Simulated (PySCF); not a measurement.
C₂, SMILES [C]=[C] (connectivity only; charge and spin as stated), neutral, multiplicity 1. Atoms are numbered in the order given.

```xyz
2

C      0.0000     0.0000    -0.6231
C      0.0000     0.0000     0.6231
```

Geometry optimised at PBE0-D3(BJ)/def2-TZVPD.

Method: PySCF 2.14.0 with PBE0-D3(BJ)/def2-TZVPD.

Frequencies are harmonic and unscaled.

Computed vibrational spectrum:
```json
[
 {"mode": "1", "ν (cm⁻¹)": "1901", "IR (km/mol)": "0.0", "Raman (Å⁴/amu)": "11044.4", "depolarisation": "0.12", "moving atoms (share of kinetic energy)": "C 100 %"}
]
```
